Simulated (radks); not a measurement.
Fractional charge and spin in the 6s shell of cerium: the spin-up occupation runs from 0 to 1 and the spin-down occupation from 0 to 1; the fullest corner is Ce, [Xe] 4f(up 0.5, down 0.5) 5d(up 0.5, down 0.5) 6s(up 1, down 1). All-electron calculation, scalar-relativistic Kohn-Sham, r2SCAN, spin-polarised, spherical densities, finite nucleus; meta-GGA in the generalised Kohn-Sham scheme; Fermi nuclear charge, rms radius of each element as measured or else 0.836 A^(1/3) + 0.57 fm. Program: a radial shooting solver on a logarithmic mesh with Libxc functionals. Energy (eV) minus the two flat planes that join the four corners (they meet along the diagonal where the two added fractions sum to one electron); zero is where a piecewise linear energy would lie.

down \ up,0,0.5,1
0,0.000,-0.496,0.000
0.5,-0.496,0.383,-0.452
1,0.000,-0.452,0.000

Corners above the fullest one (they belong to Ce+ and the next ion): (up 1, down 0) 5.690 eV, (up 0, down 1) 5.690 eV, (up 0, down 0) 16.714 eV. With half an added electron in each spin the energy lies 0.383 eV from the planes, and with half an added electron in spin up alone -0.496 eV. The planes are only a guide here: the flat-plane condition holds for ground states with one frontier orbital, while this shell lies below other occupied shells, so the corners above the fullest one are inner-hole states and not the ground states of those ions.
